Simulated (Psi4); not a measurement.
C2H9AlN2O, singlet, geometry from GFN2-xTB (such geometries of metal compounds can be far from the true shape), atoms displaced at random by about 0.03 Å a coordinate; R2SCAN/STO-3G, gradient (Psi4).

Psi4 was given this input:
```
memory 2 GB

molecule {
0 1
Al   -0.51452083   -0.15065060   -0.57310140
O    -0.84344112   -1.78827611   -0.93681731
H    -1.05263442   -2.69242755   -1.08898378
N    -1.09938949    1.12796394   -1.58259061
H    -1.72965940    0.92953026   -2.37118798
H    -0.97529919    2.15524944   -1.53730192
N     0.55263111    0.20477410    0.75915460
C     1.19594165   -0.80869424    1.68241983
C     0.96638993    1.49741485    1.19767455
H     2.28334193   -0.78679245    1.63759610
H     0.87474798   -0.74476756    2.67408197
H     0.88873738   -1.79171494    1.34346561
H     0.66428243    1.70371285    2.20124741
H     2.02502216    1.65185091    1.14383482
H     0.50558718    2.19465230    0.41173174
symmetry c1
no_reorient
no_com
}

set {
  basis sto-3g
}

gradient('r2scan')
print_variables()
```

**Question.** Predict the main parts of the log of this Psi4 run.

**Answer.** 
```
gradient() will perform analytic gradient computation.

   => Loading Basis Set <=

    Name: STO-3G
    Role: ORBITAL
    Keyword: BASIS

         ---------------------------------------------------------
                                   SCF
               by Justin Turney, Rob Parrish, Andy Simmonett
                          and Daniel G. A. Smith
                              RKS Reference
         ---------------------------------------------------------

  ==> Geometry <==

    Molecular point group: c1
    Full point group: C1

    Geometry (in Angstrom), charge = 0, multiplicity = 1:

       Center              X                  Y                   Z               Mass
    ------------   -----------------  -----------------  -----------------  -----------------
         AL          -0.514520830000    -0.150650600000    -0.573101400000    26.981538530000
         O           -0.843441120000    -1.788276110000    -0.936817310000    15.994914619570
         H           -1.052634420000    -2.692427550000    -1.088983780000     1.007825032230
         N           -1.099389490000     1.127963940000    -1.582590610000    14.003074004430
         H           -1.729659400000     0.929530260000    -2.371187980000     1.007825032230
         H           -0.975299190000     2.155249440000    -1.537301920000     1.007825032230
         N            0.552631110000     0.204774100000     0.759154600000    14.003074004430
         C            1.195941650000    -0.808694240000     1.682419830000    12.000000000000
         C            0.966389930000     1.497414850000     1.197674550000    12.000000000000
         H            2.283341930000    -0.786792450000     1.637596100000     1.007825032230
         H            0.874747980000    -0.744767560000     2.674081970000     1.007825032230
         H            0.888737380000    -1.791714940000     1.343465610000     1.007825032230
         H            0.664282430000     1.703712850000     2.201247410000     1.007825032230
         H            2.025022160000     1.651850910000     1.143834820000     1.007825032230
         H            0.505587180000     2.194652300000     0.411731740000     1.007825032230

  Running in c1 symmetry.

  Rotational constants: A =      0.12678  B =      0.07256  C =      0.04696 [cm^-1]
  Rotational constants: A =   3800.70990  B =   2175.34518  C =   1407.83409 [MHz]
  Nuclear repulsion =  303.160799601307929

  Charge       = 0
  Multiplicity = 1
  Electrons    = 56
  Nalpha       = 28
  Nbeta        = 28

  ==> Algorithm <==

  SCF Algorithm Type is DF.
  DIIS enabled.
  MOM disabled.
  Fractional occupation disabled.
  Guess Type is SAD.
  Energy threshold   = 1.00e-08
  Density threshold  = 1.00e-08
  Integral threshold = 1.00e-12

  ==> Primary Basis <==

  Basis Set: STO-3G
    Blend: STO-3G
    Number of shells: 29
    Number of basis functions: 43
    Number of Cartesian functions: 43
    Spherical Harmonics?: true
    Max angular momentum: 1

  ==> DFT Potential <==

   => LibXC <=

    Version 7.1.2
    S. Lehtola, C. Steigemann, M. J. T. Oliveira, and M. A. L. Marques,  SoftwareX 7, 1–5 (2018) (10.1016/j.softx.2017.11.002)

   => Composite Functional: R2SCAN <=

    r2SCAN Meta-GGA XC Functional  (0.1021/acs.jpclett.0c02405)
    J. W. Furness, A. D. Kaplan, J. Ning, J. P. Perdew, J. Sun  J. Phys. Chem. Lett.  11, 8208–8215, 2020

    Deriv               =              1
    GGA                 =           TRUE
    Meta                =           TRUE

    Exchange Hybrid     =          FALSE
    MP2 Hybrid          =          FALSE

   => Exchange Functionals <=

    1.0000   XC_MGGA_X_R2SCAN

   => Correlation Functionals <=

    1.0000   XC_MGGA_C_R2SCAN

   => LibXC Density Thresholds  <==

    XC_MGGA_C_R2SCAN:  1.00E-15
    XC_MGGA_X_R2SCAN:  1.00E-11

   => Molecular Quadrature <=

    Radial Scheme          =       TREUTLER
    Pruning Scheme         =           NONE
    Nuclear Scheme         =       TREUTLER

    Blocking Scheme        =         OCTREE
    BS radius alpha        =              1
    Pruning alpha          =              1
    Radial Points          =             75
    Spherical Points       =            302
    Total Points           =         317153
    Total Blocks           =           2370
    Max Points             =            256
    Max Functions          =             40
    Weights Tolerance      =       1.00E-15

   => Loading Basis Set <=

    Name: (STO-3G AUX)
    Role: JKFIT
    Keyword: DF_BASIS_SCF

  ==> Integral Setup <==

  SCF_SUBTYPE=INCORE selected. In-core MEM_DF algorithm will be used.
  Using in-core AOs.

  ==> MemDFJK: Density-Fitted J/K Matrices <==

    J tasked:                   Yes
    K tasked:                    No
    wK tasked:                   No
    Algorithm:                 Core
    Schwarz Cutoff:           1E-12
    Mask sparsity (%):       2.2715
    Fitting Condition:        1E-10

   => Auxiliary Basis Set <=

  Basis Set: (STO-3G AUX)
    Blend: DEF2-UNIVERSAL-JKFIT
    Number of shells: 217
    Number of basis functions: 671
    Number of Cartesian functions: 792
    Spherical Harmonics?: true
    Max angular momentum: 4

  Minimum eigenvalue in the overlap matrix is 2.1597468913E-01.
  Reciprocal condition number of the overlap matrix is 8.8017969482E-02.
    Using symmetric orthogonalization.

  ==> Pre-Iterations <==

  SCF Guess: Superposition of Atomic Densities via on-the-fly atomic UHF (no occupation information).

   -------------------------
    Irrep   Nso     Nmo
   -------------------------
     A         43      43
   -------------------------
    Total      43      43
   -------------------------

  ==> Iterations <==

                           Total Energy        Delta E     RMS |[F,P]|

   @DF-RKS iter SAD:  -499.35370886431315   -4.99354e+02   0.00000e+00
   @DF-RKS iter   1:  -502.16269670426266   -2.80899e+00   1.05901e-02 ADIIS/DIIS
[...]
  @DF-RKS Final Energy:  -502.29947515275541
    Total Energy =                       -502.2994751527554058
[...]
 Dipole Z            :         -2.0658946            1.8635374           -0.2023573
 Magnitude           :                                                    0.3903870

 ------------------------------------------------------------------------------------

         ------------------------------------------------------------
                                   SCF GRAD
                          Rob Parrish, Justin Turney,
                       Andy Simmonett, and Alex Sokolov
         ------------------------------------------------------------

  ==> Geometry <==

    Molecular point group: c1
    Full point group: C1

    Geometry (in Angstrom), charge = 0, multiplicity = 1:

       Center              X                  Y                   Z               Mass
    ------------   -----------------  -----------------  -----------------  -----------------
         AL          -0.514520830000    -0.150650600000    -0.573101400000    26.981538530000
         O           -0.843441120000    -1.788276110000    -0.936817310000    15.994914619570
         H           -1.052634420000    -2.692427550000    -1.088983780000     1.007825032230
         N           -1.099389490000     1.127963940000    -1.582590610000    14.003074004430
         H           -1.729659400000     0.929530260000    -2.371187980000     1.007825032230
         H           -0.975299190000     2.155249440000    -1.537301920000     1.007825032230
         N            0.552631110000     0.204774100000     0.759154600000    14.003074004430
         C            1.195941650000    -0.808694240000     1.682419830000    12.000000000000
         C            0.966389930000     1.497414850000     1.197674550000    12.000000000000
         H            2.283341930000    -0.786792450000     1.637596100000     1.007825032230
         H            0.874747980000    -0.744767560000     2.674081970000     1.007825032230
         H            0.888737380000    -1.791714940000     1.343465610000     1.007825032230
         H            0.664282430000     1.703712850000     2.201247410000     1.007825032230
         H            2.025022160000     1.651850910000     1.143834820000     1.007825032230
         H            0.505587180000     2.194652300000     0.411731740000     1.007825032230

  Nuclear repulsion =  303.160799601307929

  ==> Basis Set <==

  Basis Set: STO-3G
    Blend: STO-3G
    Number of shells: 29
    Number of basis functions: 43
    Number of Cartesian functions: 43
    Spherical Harmonics?: true
    Max angular momentum: 1

  ==> DFJKGrad: Density-Fitted SCF Gradients <==

    Gradient:                    1
    J tasked:                  Yes
    K tasked:                   No
    wK tasked:                  No
    Integrals threads:           1
    Schwarz Cutoff:          1E-12
    Fitting Condition:       1E-10

   => Auxiliary Basis Set <=

  Basis Set: (STO-3G AUX)
    Blend: DEF2-UNIVERSAL-JKFIT
    Number of shells: 217
    Number of basis functions: 671
    Number of Cartesian functions: 792
    Spherical Harmonics?: true
    Max angular momentum: 4

  ==> DFT Potential <==

   => LibXC <=

    Version 7.1.2
    S. Lehtola, C. Steigemann, M. J. T. Oliveira, and M. A. L. Marques,  SoftwareX 7, 1–5 (2018) (10.1016/j.softx.2017.11.002)

   => Composite Functional: R2SCAN <=

    r2SCAN Meta-GGA XC Functional  (0.1021/acs.jpclett.0c02405)
    J. W. Furness, A. D. Kaplan, J. Ning, J. P. Perdew, J. Sun  J. Phys. Chem. Lett.  11, 8208–8215, 2020

    Deriv               =              1
    GGA                 =           TRUE
    Meta                =           TRUE

    Exchange Hybrid     =          FALSE
    MP2 Hybrid          =          FALSE

   => Exchange Functionals <=

    1.0000   XC_MGGA_X_R2SCAN

   => Correlation Functionals <=

    1.0000   XC_MGGA_C_R2SCAN

   => LibXC Density Thresholds  <==

    XC_MGGA_C_R2SCAN:  1.00E-15
    XC_MGGA_X_R2SCAN:  1.00E-11

   => Molecular Quadrature <=

    Radial Scheme          =       TREUTLER
    Pruning Scheme         =           NONE
    Nuclear Scheme         =       TREUTLER

    Blocking Scheme        =         OCTREE
    BS radius alpha        =              1
    Pruning alpha          =              1
    Radial Points          =             75
    Spherical Points       =            302
    Total Points           =         317153
    Total Blocks           =           2370
    Max Points             =            256
    Max Functions          =             40
    Weights Tolerance      =       1.00E-15

  -Total Gradient:
     Atom            X                  Y                   Z
    ------   -----------------  -----------------  -----------------
       1        0.014359719708     0.081948172807     0.016041233405
       2       -0.029853643806    -0.129780337614    -0.020821409201
       3        0.013019077101     0.046006837751     0.004773898560
       4        0.001292887086    -0.000010441751     0.001152280534
       5        0.003122269162     0.001080445720     0.003960971537
       6       -0.002664975323     0.005381404594    -0.004927775266
       7       -0.012379308877     0.053163421339    -0.019945890937
       8        0.014096164258     0.004141552908     0.072178228623
       9        0.029396181905    -0.039590477038     0.063806545903
      10       -0.014498891197    -0.005419741641    -0.002037806810
      11        0.014168889885    -0.012936351996    -0.054387722219
      12        0.002340660833     0.016421868343     0.005994552924
      13        0.014106207262    -0.016602045310    -0.030471515323
      14       -0.034772376938    -0.003339458128     0.000048439734
      15       -0.011303021543     0.001560778790    -0.034454225408

  Variable Map:
  ----------------------------------------------------------------------------
[...]
  Array Variable Map:
  ----------------------------------------------------------------------------
[...]
[...]
```
